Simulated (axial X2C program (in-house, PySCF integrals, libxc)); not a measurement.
## What spin–orbit coupling does to NbP

Computed with an in-house all-electron X2C program for linear molecules (integrals from PySCF). Spin-free means the one-electron spin-free X2C Hamiltonian; two-component (2c) means X2C with spin–orbit coupling and atomic mean-field two-electron Coulomb and Gaunt terms, so the difference of the two also holds small scalar two-electron terms. Basis: Nb dyall-cv3z [11s12p9d5f3g], P dyall-v3z [8s7p2d1f] (cores contracted in-house); Gaussian nuclei, density fitting, unrestricted open shells. Masses: Nb 92.906 u, P 30.974 u.

Spin-free state: M_S = 1, Λ = 2 (beyond evenly filled blocks: σα, δ+α); fragments Nb + P.

```tsv
level	Re (Å)	ωe (cm⁻¹)	De (eV)	μ (D)
PBE0	2.131	511.4	3.493	-4.29
TPSS	2.144	532.1	3.977	-4.08
```

Dipoles are positive if P is the positive end.

Two-component determinant lowest at the distance of the search:

Ω = 1 (⟨Sz⟩ = -1.00, ⟨Lz⟩ = 2.00 at PBE0); fragments Nb + P.

```json
{"level": "PBE0", "Re (Å)": "2.132", "ωe (cm⁻¹)": "510.7", "μ (D)": "-4.29"}
{"level": "TPSS", "Re (Å)": "2.144", "ωe (cm⁻¹)": "531.6", "μ (D)": "-4.08"}
```

Q: From the two tables, how do the constants change at the PBE0 level (2c against spin-free)?

A: At the PBE0 level Re is unchanged within 0.001 Å and ωe drops by 0.7 cm⁻¹.

One determinant describes the state; a PBE0 search over occupations chose it and may have missed a lower one. Dissociation energies refer to the lowest single-determinant-based atoms at the same level and basis. De is not given where an atomic determinant may have missed its ground term or J level, or where the truncated virtual space spoils (T). Density functionals use the spin component along the axis (collinear). PBE0 can misorder states that lie within some tenths of an eV, so this need not be the ground state of the molecule. The nearest other spin-free determinant of the search, M_S = 1, Λ = 0, lies 0.36 eV up at the distance of the search. Without a current term, density functionals place determinants with orbital angular momentum somewhat too high. With several unpaired electrons one determinant need not be a pure state. The determinant is spin-polarised beyond a pure state at some levels (its spin-free form has ⟨S²⟩ too high), which makes Re and μ there less reliable.
